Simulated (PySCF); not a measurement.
Gas-phase reaction: 3 WO3 + 3 Cl2 → 3 WO2Cl2 + O3

Method: PySCF energies (xtb for GFN2) plus ideal-gas RRHO corrections (1 bar). † marks an energy on the PBE0/def2-TZVP geometry and frequencies; other levels use their own. MP2 and CCSD(T) freeze the core. All species are closed-shell singlets. W: scalar-relativistic def2 core potential, no spin-orbit coupling. MP2 isn't extrapolated to the basis-set limit; its ΔH°(298 K) is -885.0 kJ in def2-SVP and -858.5 kJ in def2-TZVPP. CCSD(T) isn't extrapolated to the basis-set limit; its ΔH°(298 K) is -862.9 kJ in def2-SVP and -835.9 kJ in def2-TZVPP. The harmonic model lacks anharmonicity and excited electronic states, which grow with temperature; levels with a mode under 35 cm⁻¹ are left out. Strong static correlation: O3. Soft modes under 120 cm⁻¹ make the harmonic entropy rough for WO2Cl2. Warning, large T1 diagnostic: O3, WO2Cl2, WO3 (CCSD(T)/def2-SVP†, CCSD(T)/def2-TZVPP†).

| level | ΔE electronic, kJ | ΔH°(298 K), kJ | ΔS°(298 K), J/K | ΔG°(2500 K), kJ |
|---|---|---|---|---|
| BLYP/def2-TZVP† | -747 | -736 | -264 | -132 |
| CCSD(T)/def2-SVP† | -873 | -863 | -264 | -258 |
| CCSD(T)/def2-TZVPP† | -846 | -836 | -264 | -231 |
| GFN2-xTB | -916 | -896 | -294 | -193 |
| MP2/def2-SVP† | -895 | -885 | -264 | -281 |
| PBE0/def2-QZVP† | -824 | -814 | -264 | -210 |
| ωB97M-V/def2-TZVP† | -845 | -835 | -264 | -230 |
| ωB97X-V/def2-TZVP† | -865 | -855 | -264 | -250 |
ΔH° is lowest at GFN2-xTB and highest at BLYP/def2-TZVP†. No reference value is set beside these.
